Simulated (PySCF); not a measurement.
**Computed structure and properties of Bi2OF4**

System: Bi2OF4 (singlet); start: displaced along the imaginary mode (C2h). Method: PySCF 2.14.0, RKS B3LYP, Bi def2-SVP with ECP60, O def2-SVP, F def2-SVP; non-relativistic Hamiltonian with scalar-relativistic core potentials where named; density fitting; no spin-orbit coupling.

Input of the relaxation:

```python
mol = gto.M(atom='''
Bi     0.04931     0.00000     2.05778
Bi    -0.04931    -0.00000    -2.05778
O      0.00000     0.00000     0.00000
F     -0.25000     2.10719     2.23225
F     -0.25000    -2.10719     2.23225
F      0.25000     2.10719    -2.23225
F      0.25000    -2.10719    -2.23225''',
    basis={'Bi': 'def2-SVP', 'O': 'def2-SVP', 'F': 'def2-SVP'},
    ecp={'Bi': 'def2-SVP'},
    charge=0, spin=0)
mf = dft.RKS(mol, xc='B3LYP')
mf.grids.atom_grid = (50, 194)
mf = mf.density_fit()  # fitting sets: Bi def2-universal-JKFIT, O def2-universal-JKFIT, F def2-universal-JKFIT
mf.conv_tol = 1e-08; mf.max_cycle = 55
mf.kernel(dm0)  # dm0: converged density of the start geometry
# quasi-Newton relaxation in Cartesian coordinates to a largest gradient under 0.00045 Eh/bohr, steps kept in the point group
```

Run from Python with OMP_NUM_THREADS=2; the lines above give its settings. Where DIIS fails, smearing, a level shift and second-order steps follow.
It took 52 s on 2 threads of Arm Neoverse V2, on a shared host, from the converged density of the start.

Course of the relaxation:

```tsv
step	energy above end (eV)	largest force component within the symmetry (eV/Å)
0	2.3606	0.657
1	1.8614	0.750
2	1.3778	1.180
3	0.6774	0.954
4	0.2449	0.601
5	0.2139	1.851
6	0.0422	0.202
7	0.0054	0.158
8	0.0000	0.035
9	0.0000	0.013
```

Relaxed geometry (C2h):

```xyz
7

Bi    0.6289    0.0000    1.9498
Bi   -0.6289    0.0000   -1.9498
O     0.0000    0.0000    0.0000
F    -0.6027    1.4973    2.5773
F    -0.6027   -1.4973    2.5773
F     0.6027    1.4973   -2.5773
F     0.6027   -1.4973   -2.5773
```

```tsv
contact	Å
Bi1–O3 (O)	2.049
Bi1–F4 (F)	2.038
Bi1–F5 (F)	2.038
Bi2–F6 (F)	2.038
Bi2–F7 (F)	2.038
```

On the finer grid (75, 302):

```
HOMO                                                          : -8.31 eV
LUMO                                                          : -2.00 eV
Dipole about the centre of mass                               : 0.00 D
Set of Mulliken populations of Bi1 outside the core potential : s 3.90, p 7.56, d 10.23
D3(BJ) dispersion energy (not in the energies)                : -0.329 eV
```

```csv
atom,Mulliken (e),Löwdin (e),spin (e)
Bi1,1.31,1.05,0.00
Bi2,1.31,1.05,0.00
O3,-0.79,-0.59,0.00
F4,-0.46,-0.38,0.00
F5,-0.46,-0.38,0.00
F6,-0.46,-0.38,0.00
F7,-0.46,-0.38,0.00
```

On the grid (50, 194), as all that follows. Harmonic modes: 2 unstable but soft, so probably a saddle point, though modes this soft are near the noise (counted below −25 cm⁻¹); lowest -46 cm⁻¹ (negative: unstable), highest 820 cm⁻¹, zero-point energy 0.271 eV.

Rigid scan of O along the line from its metal, all other atoms held (where the atom bridges, its other bond changes as well):

(distance to O3 (Å), energy (eV)): (1.75, 1.960), (1.85, 0.804), (1.95, 0.192), (2.05, 0.000), (2.15, 0.192), (2.25, 0.804), (2.35, 1.960), (2.50, 5.252)

Taking off one F (charge -1, singlet; the rest: singlet) in vacuum, both parts rigid, costs 10.72 eV; the small basis without counterpoise inflates it. Most of it is the attraction of opposite charges; other ways to part are cheaper, and one spin state was tried for the rest.

Rigid scan of F along the line from its metal, all other atoms held (where the atom bridges, its other bond changes as well):

| distance to F4 (Å) | energy (eV) |
| --- | --- |
| 1.74 | 1.624 |
| 1.84 | 0.603 |
| 1.94 | 0.127 |
| 2.04 | 0.000 |
| 2.14 | 0.090 |
| 2.24 | 0.311 |
| 2.44 | 0.934 |
| 2.74 | 1.933 |
| 3.14 | 3.036 |
| 3.64 | 3.992 |

One start shape was tried, so this needn't be the lowest isomer.
